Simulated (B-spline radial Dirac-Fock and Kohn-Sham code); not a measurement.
## Dipole and non-dipole photoemission parameters of Ru 3d3/2

System: neutral ruthenium, configuration [Kr] 4d7 5s1; threshold 284.2 eV (tabulated edge). The computed values come from an atomic code on a B-spline grid: Dirac-Hartree-Slater photoionisation with a Latter tail; cross sections with all multipoles, angular parameters from the dipole term and its interference with E2.

For linearly polarised light dσ/dΩ = σ/(4π) [1 + β P₂(cos θ) + (δ + γ cos²θ) sin θ cos φ], with θ from the polarisation vector and φ the angle between the beam and the projection of the electron momentum on the plane normal to the polarisation.

| hν (eV) | σ (kb) | β | γ | δ |
| --- | --- | --- | --- | --- |
| 300 | 204 | 1.933 | 0.074 | -0.001 |
| 370 | ? | ? | ? | ? |
| 400 | 1480 | 0.430 | -0.038 | 0.007 |
| 561 | 849 | 0.885 | -0.031 | 0.021 |
| 600 | 737 | 0.947 | -0.021 | 0.024 |
| 989 | 216 | 1.203 | 0.133 | 0.043 |
| 1070 | 174 | 1.218 | 0.168 | 0.047 |
| 1090 | 166 | 1.221 | 0.177 | 0.047 |
| 1200 | 126 | 1.231 | 0.224 | 0.052 |
| 1730 | 43.0 | 1.216 | 0.428 | 0.070 |
| 2590 | 11.9 | 1.125 | 0.682 | 0.101 |
| 2890 | 8.26 | 1.091 | 0.753 | 0.112 |
| 3060 | 6.80 | 1.073 | 0.790 | 0.118 |
| 3070 | 6.73 | 1.071 | 0.792 | 0.119 |
| 3330 | 5.09 | 1.044 | 0.845 | 0.129 |
| 3520 | 4.20 | 1.024 | 0.881 | 0.136 |
| 4000 | 2.69 | 0.977 | 0.962 | 0.154 |
| 4770 | 1.43 | 0.909 | 1.070 | 0.183 |
| 8047.8 | 0.202 | 0.704 | 1.358 | 0.302 |
| 9251.7 | 0.117 | 0.651 | 1.422 | 0.343 |

Problem. Give the values at 370 eV.

Solution. σ = 1580 kb, β = 0.324, γ = -0.028, δ = 0.004.
